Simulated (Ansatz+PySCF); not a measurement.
Values are calculated unless marked as measured or tabulated.
## Several solutions for singlet CH₃Br

```xyz
5

C     0.0000    0.0000   -1.3903
Br    0.0000    0.0000    0.3849
H     0.0000   -0.9563   -1.7093
H    -0.8282    0.4782   -1.7093
H     0.8282    0.4782   -1.7093
```

Basis set: def2-SVP (spherical functions). Charge 0, multiplicity 1.

CASSCF(2,2) was run from several starts with Ansatz (development build ahead of 0.2.0) and PySCF 2.14.0. The starts are those of the Hartree–Fock orbitals from which the active space was taken at the frontier.

| run | program | start | converged | energy (hartree) | <S²> |
| --- | --- | --- | --- | --- | --- |
| A | PySCF | program defaults | yes | -2611.66417 | 0.00 |
| B | Ansatz | atomic start, no search | yes | -2611.66417 | 0.00 |
| C | Ansatz | search for the lowest state | yes | -2611.67097 | 0.00 |
| D | Ansatz | stability test followed | yes | -2611.66417 | 0.00 |

(1) Which runs reached the lowest solution of this kind, and what is wrong with the others?

Answers

(1) C reached the lowest solution found. Converged but too high: A by 0.19 eV, B by 0.19 eV, D by 0.18 eV. Convergence only shows a stationary point; in CASSCF the end hangs on which orbitals enter the active space. Caution: other starts end on other solutions of this active space.
